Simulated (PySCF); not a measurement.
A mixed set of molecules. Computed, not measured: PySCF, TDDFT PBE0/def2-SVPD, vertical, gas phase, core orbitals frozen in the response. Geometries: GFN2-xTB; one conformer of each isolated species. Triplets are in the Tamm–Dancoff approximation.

Question: Rank by computed HOMO energy, lowest first.
A. `N#C[C@]12C[C@@H]3[C@H](C1)[C@@H]32`
B. `C[Si@@H](F)C[SiH2]F`
C. `C([SiH2]CF)(C)C`
D. `CC#CC(=S)CCl`
E. `[SiH3]N[Si@@H](P)C1CC1`
F. `N#C[C@@]12[C@H]3C[C@@H]1[C@@H]2C3`
G. `C#CCC#C/C=N\C`

Answer: B (-8.87 eV), C (-8.03 eV), A (-7.90 eV), F (-7.62 eV), G (-7.36 eV), E (-7.23 eV), D (-6.72 eV).

| SMILES | HOMO (eV) | f (S1) | gap (eV) | S1 (eV) | LUMO (eV) | first f ≥ 0.01 (nm) | S1 mainly |
| --- | --- | --- | --- | --- | --- | --- | --- |
| C[Si@@H](F)C[SiH2]F | -8.87 | 0.039 | 8.76 | 7.46 | -0.11 | 166 | H→L (94%) |
| CC(C)[SiH2]CF | -8.03 | 0.006 | 8.64 | 7.44 | 0.61 | 164 | H→L (81%) |
| N#C[C@]12C[C@@H]3[C@H](C1)[C@@H]32 | -7.90 | 0.001 | 8.18 | 6.77 | 0.28 | 168 | H→L (89%) |
| N#C[C@@]12[C@H]3C[C@@H]1[C@@H]2C3 | -7.62 | 0.001 | 7.86 | 6.15 | 0.24 | 183 | H→L (94%) |
| C#CCC#C/C=N\C | -7.36 | 0.003 | 6.18 | 4.38 | -1.18 | 220 | H→L (98%) |
| [SiH3]N[Si@@H](P)C1CC1 | -7.23 | 0.004 | 7.18 | 5.87 | -0.05 | 198 | H→L (98%) |
| CC#CC(=S)CCl | -6.72 | 0.000 | 3.76 | 2.12 | -2.96 | 288 | H→L (100%) |

H and L stand for HOMO and LUMO.

- `C[Si@@H](F)C[SiH2]F`: Löwdin shares by element: HOMO carbon 44%, silicon 27% (atoms not listed hold the other 30%); LUMO silicon 35% or more, hydrogen 22% or more, carbon 10% or more (atoms not listed hold the other 33%).
- `CC(C)[SiH2]CF`: Löwdin shares by element: HOMO carbon 38% or more, silicon 19%, fluorine 9% (atoms not listed hold the other 34%); LUMO carbon 27% or more, silicon 20% (atoms not listed hold the other 53%).
- `N#C[C@]12C[C@@H]3[C@H](C1)[C@@H]32`: Löwdin shares by element: HOMO carbon 69% or more (atoms not listed hold the other 31%); LUMO carbon 42% or more, nitrogen 25% (atoms not listed hold the other 33%).
- `N#C[C@@]12[C@H]3C[C@@H]1[C@@H]2C3`: Löwdin shares by element: HOMO carbon 47% or more, nitrogen 19% (atoms not listed hold the other 34%); LUMO carbon 45% or more, nitrogen 27% (atoms not listed hold the other 28%).
- `C#CCC#C/C=N\C`: Löwdin shares by element: HOMO nitrogen 61%, carbon 23% or more, hydrogen 6% or more; LUMO carbon 54% or more, nitrogen 29% (atoms not listed hold the other 17%).
- `[SiH3]N[Si@@H](P)C1CC1`: Löwdin shares by element: HOMO nitrogen 48%, silicon 19%, carbon 7% or more (atoms not listed hold the other 26%); LUMO silicon 34%, phosphorus 16%, hydrogen 10% or more (atoms not listed hold the other 41%).
- `CC#CC(=S)CCl`: Löwdin shares by element: HOMO sulfur 74%, carbon 16% or more; LUMO carbon 50% or more, sulfur 37%.
